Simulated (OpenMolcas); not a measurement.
**Multiconfigurational calculation on Cr2+**

Cr2+ with 4 ligands (chloride) in tetrahedral coordination (Td) at 2.43 Å. A charge of +0.5 e stands 2.6 Å behind each ligand. Ligand basis ANO-RCC-VDZP.

Input:

```
&GATEWAY
Coord
5

Cr 0.0 0.0 0.0
Cl 1.402961 1.402961 1.402961
Cl 1.402961 -1.402961 -1.402961
Cl -1.402961 1.402961 -1.402961
Cl -1.402961 -1.402961 1.402961
Basis=Cr.ANO-RCC-VDZP,Cl.ANO-RCC-VDZP
Group=NoSym
NoMove
AngMom=0.0 0.0 0.0
AMFI
RICD
XField
4 Angstrom 0
2.904072 2.904072 2.904072 0.500000
2.904072 -2.904072 -2.904072 0.500000
-2.904072 2.904072 -2.904072 0.500000
-2.904072 -2.904072 2.904072 0.500000
&SEWARD
* reference wave functions (RASSCF and RASSI steps not shown): 4 electrons in 5 orbitals (3d)
>>> COPY JOB001 $Project.JobIph
&CASPT2
Multistate=5 1 2 3 4 5
NoMult
Frozen=25
IPEA=0.25
Imaginary=0.1
MaxIter=60
WThr=0.0 0.3 0.05
PrWF=0.5
NoMix
>>> COPY JOB002 $Project.JobIph
&CASPT2
Multistate=45 1 2 3 4 5 6 7 8 9 10 11 12 13 14 15 16 17 18 19 20 21 22
23 24 25 26 27 28 29 30 31 32 33 34 35 36 37 38 39 40 41 42 43 44 45
NoMult
Frozen=25
IPEA=0.25
Imaginary=0.1
MaxIter=60
WThr=0.0 0.3 0.05
PrWF=0.5
NoMix
>>> COPY JOB003 $Project.JobIph
&CASPT2
Multistate=50 1 2 3 4 5 6 7 8 9 10 11 12 13 14 15 16 17 18 19 20 21 22
23 24 25 26 27 28 29 30 31 32 33 34 35 36 37 38 39 40 41 42 43 44 45 46
47 48 49 50
NoMult
Frozen=25
IPEA=0.25
Imaginary=0.1
MaxIter=60
WThr=0.0 0.3 0.05
PrWF=0.5
NoMix
```

Launched by
```bash
OMP_NUM_THREADS=1 MOLCAS_MEM=2457 MOLCAS_PROJECT=a pymolcas a.inp > a.log  # once for each step of the input, in one work folder
```

Output, cut to the results:

```
--- CASPT2 ---
Orbital specifications:
      -----------------------

      Symmetry species                           1
                                                 a
      Frozen orbitals                           25
      Inactive orbitals                         20
      Active orbitals                            5
      Secondary orbitals                        56
      Deleted orbitals                           0
      Number of basis functions                106
Type of calculation                        SS-CASPT2
      Fock operator                              state-specific
      IPEA shift                                 0.25
      Real shift                                 0.00
      Imaginary shift                            0.10
      The input orbitals will be transformed to quasi-canonical
Reference energy:       -2894.1201748138
      E2 (Non-variational):      -0.9622133033
      Shift correction:          -0.0014325536
      E2 (Variational):          -0.9636458569
      Total energy:           -2895.0838206707
      Residual norm:              0.0000006485
      Reference weight:           0.74703
      Contributions to the CASPT2 correlation energy
      Active & Virtual Only:         -0.0443757569
      One Inactive Excited:          -0.1753634542
      Two Inactive Excited:          -0.7424740921
Reference energy:       -2894.1201748138
      E2 (Non-variational):      -0.9620376594
      Shift correction:          -0.0014289565
      E2 (Variational):          -0.9634666159
      Total energy:           -2895.0836414296
      Residual norm:              0.0000005105
      Reference weight:           0.74715
      Contributions to the CASPT2 correlation energy
      Active & Virtual Only:         -0.0443237547
      One Inactive Excited:          -0.1752595151
      Two Inactive Excited:          -0.7424543896
::    CASPT2 Root  1     Total energy:  -2895.08382067
::    CASPT2 Root  2     Total energy:  -2895.08364143
::    CASPT2 Root  3     Total energy:  -2895.08376584
::    CASPT2 Root  4     Total energy:  -2895.06927628
::    CASPT2 Root  5     Total energy:  -2895.06923816
--- CASPT2 ---
Orbital specifications:
      -----------------------

      Symmetry species                           1
                                                 a
      Frozen orbitals                           25
      Inactive orbitals                         20
      Active orbitals                            5
      Secondary orbitals                        56
      Deleted orbitals                           0
      Number of basis functions                106
Type of calculation                        SS-CASPT2
      Fock operator                              state-specific
      IPEA shift                                 0.25
      Real shift                                 0.00
      Imaginary shift                            0.10
      The input orbitals will be transformed to quasi-canonical
Reference energy:       -2894.0408316976
      E2 (Non-variational):      -0.9711829702
      Shift correction:          -0.0014855160
      E2 (Variational):          -0.9726684862
      Total energy:           -2895.0135001838
      Residual norm:              0.0000007724
      Reference weight:           0.74527
      Contributions to the CASPT2 correlation energy
      Active & Virtual Only:         -0.0472484125
      One Inactive Excited:          -0.1798028275
      Two Inactive Excited:          -0.7441317301
Reference energy:       -2894.0408316975
      E2 (Non-variational):      -0.9712648937
      Shift correction:          -0.0014860430
      E2 (Variational):          -0.9727509367
      Total energy:           -2895.0135826343
      Residual norm:              0.0000007936
      Reference weight:           0.74524
      Contributions to the CASPT2 correlation energy
      Active & Virtual Only:         -0.0472916333
      One Inactive Excited:          -0.1798361172
      Two Inactive Excited:          -0.7441371432
::    CASPT2 Root  1     Total energy:  -2895.01350018
::    CASPT2 Root  2     Total energy:  -2895.01358263
::    CASPT2 Root  3     Total energy:  -2895.01194850
::    CASPT2 Root  4     Total energy:  -2895.00885518
::    CASPT2 Root  5     Total energy:  -2895.01064137
::    CASPT2 Root  6     Total energy:  -2895.00899900
::    CASPT2 Root  7     Total energy:  -2895.00752731
::    CASPT2 Root  8     Total energy:  -2895.00667778
::    CASPT2 Root  9     Total energy:  -2895.00777797
::    CASPT2 Root 10     Total energy:  -2895.00154002
::    CASPT2 Root 11     Total energy:  -2895.00198435
::    CASPT2 Root 12     Total energy:  -2895.00431782
::    CASPT2 Root 13     Total energy:  -2895.00416643
::    CASPT2 Root 14     Total energy:  -2895.00430753
::    CASPT2 Root 15     Total energy:  -2895.00127642
::    CASPT2 Root 16     Total energy:  -2895.00116577
::    CASPT2 Root 17     Total energy:  -2895.00125018
::    CASPT2 Root 18     Total energy:  -2894.99273967
::    CASPT2 Root 19     Total energy:  -2894.99439483
::    CASPT2 Root 20     Total energy:  -2894.99271860
::    CASPT2 Root 21     Total energy:  -2894.99579523
::    CASPT2 Root 22     Total energy:  -2894.99498057
::    CASPT2 Root 23     Total energy:  -2894.99502046
::    CASPT2 Root 24     Total energy:  -2894.99492735
::    CASPT2 Root 25     Total energy:  -2894.98822931
::    CASPT2 Root 26     Total energy:  -2894.98797546
::    CASPT2 Root 27     Total energy:  -2894.98168479
::    CASPT2 Root 28     Total energy:  -2894.97713845
::    CASPT2 Root 29     Total energy:  -2894.97716668
::    CASPT2 Root 30     Total energy:  -2894.97715626
--- CASPT2 ---
Orbital specifications:
      -----------------------

      Symmetry species                           1
                                                 a
      Frozen orbitals                           25
      Inactive orbitals                         20
      Active orbitals                            5
...
```

Spin-orbit levels above the lowest (labels of Td), with the averaged single-state CASPT2 energies on the diagonal:

| E (cm-1) | Degeneracy | Label | 2S+1 |
| --- | --- | --- | --- |
| 0 | 1 | A1 | 5 |
| 17 | 3 | T1 | 5 |
| 32 | 3 | T2 | 5 |
| 190 | 2 | E | 5 |
| 200 | 3 | T1 | 5 |
| 310 | 3 | T2 | 5 |
| 3330 | 1 | A2 | 5 |
| 3330 | 3 | T2 | 5 |
| 3340 | 2 | E | 5 |
| 3340 | 3 | T1 | 5 |
| 3350 | 1 | A1 | 5 |
| 15430 | 1 | A1 | 3 |
| 15580 | 3 | T1 | 3 |
| 15720 | 2 | E | 3 |
| 15740 | 3 | T2 | 3 |
| 16380 | 3 | T1 | 3 |
| 16410 | 2 | E | 3 |
| 16480 | 3 | T2 | 3 |
| 16520 | 1 | A2 | 3 |
| 16870 | 2 | E | 3 |

Roots that are degenerate in the reference are averaged as groups; the widest CASPT2 spread within a group is 910 cm-1 (the 3-fold group of multiplicity 3 near 42100 cm-1 above the lowest state of its run). Shifts and gaps below about the spread of the groups concerned are not significant. Over all roots computed the reference weight is 0.73 to 0.75; a low but even weight reflects the number of correlated electrons. An orbital triplet at a regular site is open to Jahn-Teller coupling, which can distort the site and quench the lowest spin-orbit gaps and is left out. Ligand-to-metal charge-transfer states are missing. These CASPT2 states fit no ligand-field parameters well, so their order and spin gaps are uncertain. With no ligand orbital active B as a rule stays too high, so bands that hang on it stand too high and its fall with covalency is understated. With one d shell and no ligand orbital active, 10Dq can be off by tens of per cent for divalent 3d ions, low with halides held by bare charges and at times high in hosts. Free-ion shares, where given, are those of the reference states; single-state CASPT2 does not remix them. No measured value stands beside these numbers; the geometry was imposed, not optimised, and the real ion may take another.

The CASPT2 steps took 4.2 min on 1 thread of Arm Neoverse V2 (shared host); the integral step is not counted.
